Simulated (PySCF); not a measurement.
**[YbBr2]+ at several levels of theory**

Computed with PySCF 2.14.0 (density fitting, no spin-orbit coupling) at the geometry relaxed with PBE0:

```xyz
3
[YbBr2]+ (singlet in the valence; each metal's 4f electrons, 13 of them, lie in its core potential, out of spins and levels)
Yb    0.0000    0.0000   -0.6901
Br    2.0778    0.0000    0.6625
Br   -2.0778    0.0000    0.6625
```

```tsv
level	basis	state	HOMO (eV)	gap (eV)	charge on Yb1 (e)	population of f-type functions on Yb1 (polarisation alone where 4f lies in the core)	dipole about the centre of mass (D)	largest force component (eV/Å)
PBE0	Yb lcecp-1-SVP with ECP59, Br def2-SVP	singlet	-13.14	4.92	1.24	0.02	6.63	0.01
CAM-B3LYP	the same	singlet	-14.34	6.82	1.21	0.03	6.80	0.07
PBE0	Yb lcecp-1-TZVP with ECP59, Br def2-TZVP	singlet	-13.08	4.96	1.53	0.03	6.50	0.07
```

In the lcecp rows the 4f levels are missing from HOMO and gap, and the state counts the valence alone.

Charges are Mulliken's, which hang on the basis. The relaxation used the grid (50, 194), these runs (75, 302) or, all-electron (x2c bases, spin-free X2C Hamiltonian), (99, 590).

Problem. What does TPSSh with Yb lcecp-1-SVP with ECP59, Br def2-SVP give here?

Solution. state singlet, HOMO (eV) -12.51, gap (eV) 4.06, charge on Yb1 (e) 1.25, population of f-type functions on Yb1 (polarisation alone where 4f lies in the core) 0.02, dipole about the centre of mass (D) 6.58, largest force component (eV/Å) 0.21. Time: 5.1 s on 2 threads of Arm Neoverse V1, on a shared host, from an already converged density.

In the first row's basis the gap widens with exact exchange: 4.1 to 4.9 eV for TPSSh, PBE0 (a fixed share); 6.8 eV for CAM-B3LYP (rising or full at long range).

An lcecp potential fixes the number of 4f electrons, so in runs with it no electron can move into or out of that shell.
